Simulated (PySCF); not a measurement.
# Rh³⁶⁺ (rhodium, charge +36) across methods

[He] 2s2 2p5, 2P determinant. Calculation: PySCF 2.14, in an uncontracted even-tempered set (19 s from 13 bohr⁻², ratio 2.2; 12 p from 17 bohr⁻², ratio 2.2; 6 d from 75 bohr⁻², ratio 2.4; 5 f from 110 bohr⁻², ratio 2.4; 4 g from 170 bohr⁻², ratio 2.4); the spin-free X2C one-electron Hamiltonian (Gaussian nucleus).

| method | E (hartree) | mean ε 2s β (eV) | mean ε 2p α (eV) | mean ε 2p β (eV) | Σ⟨r²⟩ (bohr²) | ⟨S²⟩ |
| --- | --- | --- | --- | --- | --- | --- |
| PBE | -3572.33 | -5459.9 | -5171.1 | -5155.1 | 0.1338 | 0.750 |
| BP86 | -3573.12 | -5461.2 | -5172.0 | -5156.4 | 0.1337 | 0.750 |
| UHF | -3572.33316 | -5558.1 | -5267.6 | -5247.8 | 0.1336 | 0.750 |
| r2SCAN | -3572.84 | -5471.6 | -5182.8 | -5165.7 | 0.1336 | 0.750 |
| revPBE | -3572.73 | -5460.3 | -5171.2 | -5155.2 | 0.1337 | 0.750 |
| LDA | -3567.49 | -5454.6 | -5168.2 | -5150.8 | 0.1339 | 0.750 |

Estimate the same row for PBE0.

E (hartree) = -3572.42; mean ε 2s β (eV) = -5484.9; mean ε 2p α (eV) = -5195.6; mean ε 2p β (eV) = -5178.7; Σ⟨r²⟩ (bohr²) = 0.1337; ⟨S²⟩ = 0.750.

Spin-orbit coupling, absent here, splits the open shell strongly.
